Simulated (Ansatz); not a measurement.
Species: C$_{3}$H$_{10}$Si, SMILES `CCC[SiH3]` (C–C–C–Si torsion 180°) (charge 0, multiplicity 1).

Give a relaxed geometry from B3LYP-D3(BJ)/def2-TZVP (Ansatz, a quantum-chemistry and plane-wave program).

One answer among several that fit: the end point of this relaxation, one of several conformers (outside a Z-matrix the atoms follow the SMILES, hydrogens last).
Bonds (Å): C1–C2 1.527, C1–H5 1.093, C1–H6 1.092, C1–H7 1.093, C2–C3 1.534, C2–H8 1.094, C2–H9 1.094, C3–Si4 1.880, C3–H10 1.095, C3–H11 1.095, Si4–H12 1.484, Si4–H13 1.484, Si4–H14 1.484. Bond angles (°): C2–C1–H5 110.9, C2–C1–H6 111.5, C2–C1–H7 110.9, H5–C1–H6 107.9, H5–C1–H7 107.6, H6–C1–H7 107.9, C1–C2–C3 113.0, C1–C2–H8 109.3, C1–C2–H9 109.3, C3–C2–H8 109.5, C3–C2–H9 109.5, H8–C2–H9 106.0, C2–C3–Si4 114.0, C2–C3–H10 109.9, C2–C3–H11 109.9, Si4–C3–H10 108.4, Si4–C3–H11 108.4, H10–C3–H11 105.9, C3–Si4–H12 110.9, C3–Si4–H13 110.4, C3–Si4–H14 110.4, H12–Si4–H13 108.5, H12–Si4–H14 108.5, H13–Si4–H14 108.1.
